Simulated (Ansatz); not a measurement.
Molecule: sum formula NbOF₂, charge 0, multiplicity 2. The spin state was set by rule; other spins were not relaxed. SMILES: [O]=[Nb]([F])[F]
Geometry from a B3LYP-D3(BJ)/def2-TZVP (Ansatz, a first-principles code) optimisation:
```
Nb
O 1 1.6988
F 1 1.8876 2 114.23
F 1 1.8876 2 114.23 3 -160.61
```
Charge 0, spin multiplicity 2.

Property: atomisation energy (electronic, to ground-state atoms), in kJ/mol. Cores are frozen in the correlated levels unless marked. Open shells are spin-unrestricted. Spin-orbit coupling is left out. The frozen core is the preceding noble-gas configuration, with the filled d and f shells of earlier blocks. In def2 rows, elements after Kr have scalar-relativistic effective core potentials. STO-3G rows are all-electron and non-relativistic. The coupled-cluster limit lacks core correlation, which all-electron functionals hold. CBS(X,Y): correlation extrapolated as X^-3; Hartree-Fock from the larger set. The bracket is a focal-point correction in the basis named.

```
level                            program  atomisation energy (kJ/mol)
------------------------  --------------  ---------------------------
HF/def2-TZVPPD                    Ansatz                       1152.1
r2SCAN/def2-TZVPD                 Ansatz                       1929.9
r2SCAN-D3(BJ)/def2-TZVPD  Ansatz + dftd3                       1931.3
PBE0/def2-SVP                     Ansatz                       1896.5
```

Problem. Estimate the value at RI-MP2/CBS(def2-TZVPP,def2-QZVPP)+[CCSD(T)-MP2]/def2-TZVPP as computed with Ansatz.

Solution. 1949.2 kJ/mol
